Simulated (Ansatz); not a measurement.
Ansatz (a first-principles code) input (CAM-B3LYP/def2-TZVPD):

Ansatz 0.2 input:
```yaml
crystal:
  periodic: [false, false, false]
  atoms:
    - {symbol: Sc, position_ang: [0.45952104, 0.15337693, 0.55001912]}
    - {symbol: Cl, position_ang: [1.06729455, 0.22866685, -1.55870886]}
    - {symbol: Cl, position_ang: [-1.63493819, -0.41813248, 0.87927348]}
basis:
  gaussian:
    orbitals: def2-TZVPD
hamiltonian:
  xc: {name: CAM-B3LYP}
magnetization: {spin_polarized: true, initial_magnetization: 1}
```

Output:

```
Functional definition: CAM-B3LYP
integrals: 0.10 GiB planned
1149 factors; their error is unknown
integrals: 0.13 GiB planned
272 factors; integrals over basis functions are off by at most 2.9e-5 eV
mean field: 1.08 GiB planned
mean field evaluation 1: about -45749.1891 eV, gradient 1.7e1 eV
mean field evaluation 2: about -45748.9503 eV, gradient 2.2e1 eV
mean field evaluation 4: about -45750.9004 eV, gradient 1.7e0 eV
mean field evaluation 8: about -45750.9258 eV, gradient 1.5e-1 eV
mean field evaluation 16: about -45751.0077 eV, gradient 1.2e-2 eV
mean field evaluation 32: about -45750.7461 eV, gradient 4.2e0 eV
mean field -45751.00767407 eV, -1681.3185208754 hartree, gradient 7.1e-6 eV, S^2 0.751284; 4 other end points of the search recorded, 0 dependent functions left out
reference -45751.00779256 eV, -1681.3185252298 hartree; 28, 27 occupied and 112, 113 virtual orbitals, 1149 factors
Total energy: -45751.00779256 eV, -1681.3185252298 hartree
```

This state (charge 0, doublet) is run at the relaxed geometry of the species with charge 1 and multiplicity 1.
